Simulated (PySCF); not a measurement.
From one molecule to another.

First species: C₈H₁₃NSi.
Numbering: `[CH:1]#[C:2][CH2:3][C@H:4]([CH2:5][C:6]#[C:7][CH3:8])[NH:9][SiH3:10]` (hydrogens: H11 on C1; H12, H13 on C3; H14 on C4; H15, H16 on C5; H17, H18, H19 on C8; H20 on N9; H21, H22, H23 on Si10)

Second species: C₅H₁₁ClO₂Si₂.
InChI=1S/C5H11ClO2Si2/c1-4(7)8-3-2-5(6)10-9/h2H,3,10H2,1,9H3/b5-2-

Levels: PBE0/pcSseg-1 for dipole moment, HOMO energy, LUMO energy and HOMO–LUMO gap; GFN2-xTB for rotational constant A and rotational constant C. Geometries: GFN2-xTB. All species are isolated and taken at one optimised geometry, non-relativistic unless stated; the electronic structure was computed with PySCF and density fitting.

Dipoles, sizes and rotational constants follow the conformer. The torsions of the flexible species, by atom-mapped SMILES:
- `[CH:1]#[C:2][CH2:3][C@H:4]([CH2:5][C:6]#[C:7][CH3:8])[NH:9][SiH3:10]`: C2–C3–C4–C5 -174°, C3–C4–C5–C6 63°, C3–C4–N9–Si10 43°
- `[CH3:1][C:2](=[O:3])[O:4][CH2:5]/[CH:6]=[C:7](/[Cl:8])[SiH2:9][SiH3:10]`: C1–C2–O4–C5 -179°, C2–O4–C5–C6 179°, O4–C5–C6–C7 112°, C6–C7–Si9–Si10 -83°

```tsv
property	column X	column Y
dipole moment	1.16 D	1.57 D
HOMO energy	-7.55 eV	-6.71 eV
LUMO energy	-1.04 eV	0.57 eV
HOMO–LUMO gap	6.51 eV	7.28 eV
rotational constant A	1.036 GHz	1.655 GHz
rotational constant C	0.349 GHz	0.452 GHz
```

Which column belongs to which species?

Column X is the second species and column Y the first. The first has 23 atoms and 82 electrons, the second 21 and 102.

How does each property change from the first species to the second?

dipole moment -0.41 D; HOMO energy -0.84 eV; LUMO energy -1.61 eV; HOMO–LUMO gap -0.77 eV; rotational constant A -0.619 GHz; rotational constant C -0.103 GHz.

On the first: The dipole matches unit charges of opposite sign 0.33 Å apart (1 e·Å = 4.8032 D). GFN2-xTB frequencies show an imaginary mode (21i cm⁻¹), so this geometry is no minimum at that level.

On the second: In atomic units the dipole is 0.46 e·bohr (1 au = 2.5417 D). A dipole of 1.16 D is allowed in C1, and pure rotational transitions are dipole-allowed.
